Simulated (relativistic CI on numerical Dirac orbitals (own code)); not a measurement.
# Ti2+: L2,3 absorption edge

Computed with this model: Dirac-Coulomb-Breit CI, orbitals from a KLI potential per configuration, model QED, valence Slater integrals scaled by 0.8, multiplet model of core-to-valence dipole absorption; configurations [Ar] 3d2 → [He] 2s2 2p5 3s2 3p6 3d3; 80 K; Lorentzian 0.4 eV and Gaussian 0.3 eV FWHM. Energies are those of the free ion, without screening or charge transfer. The branching ratio is the share of the lower-energy edge in the whole absorption, uncertain by about 0.02 where the edges overlap. S is read from ⟨S²⟩ = S(S + 1).

Field parameters in Wybourne normalisation: Td as Oh with Dq negative (B⁴₀ = 21Dq, B⁴₄ = √(5/14) B⁴₀). The field is a parameter set, without covalency.

free ion: ground-state S = 1.00, centroid 459.82 eV. Peaks (eV, height): 455.3 (10), 457.4 (100), 458.6 (44), 459.6 (17), 461.0 (39), 462.0 (25), 463.7 (39).

Td, 10Dq = -1450 cm⁻¹: ground-state S = 1.00, centroid 460.23 eV. Peaks (eV, height): 455.3 (10), 457.4 (100), 458.7 (35), 461.1 (31), 462.0 (35), 463.8 (55).

Td, 10Dq = -3250 cm⁻¹: ground-state S = 1.00, centroid 460.30 eV. Peaks (eV, height): 455.5 (9), 457.5 (100), 461.4 (33), 462.3 (42), 463.7 (55).

Td, 10Dq = -5050 cm⁻¹: ground-state S = 1.00, centroid 460.35 eV. Peaks (eV, height): 455.6 (8), 457.6 (100), 461.6 (37), 462.4 (49), 463.7 (61).

Td, 10Dq = -6900 cm⁻¹: ground-state S = 1.00, centroid 460.39 eV. Peaks (eV, height): 456.5 (21), 457.7 (100), 459.4 (20), 462.4 (51), 463.7 (64).

Td, 10Dq = -8700 cm⁻¹: ground-state S = 1.00, centroid 460.42 eV. Peaks (eV, height): 456.5 (26), 457.9 (100), 459.7 (18), 462.3 (69), 463.8 (68).

Strongest unbroadened transitions for free ion:

```csv
Energy (eV),Relative strength
457.04,49.8
457.36,100.0
457.41,88.7
457.58,16.6
458.01,23.4
458.32,40.6
458.63,47.4
458.86,22.3
459.03,28.5
459.68,18.4
461.06,83.4
461.89,16.7
462.00,25.6
462.96,14.1
463.31,32.7
463.68,45.2
463.83,27.3
464.21,24.2
```
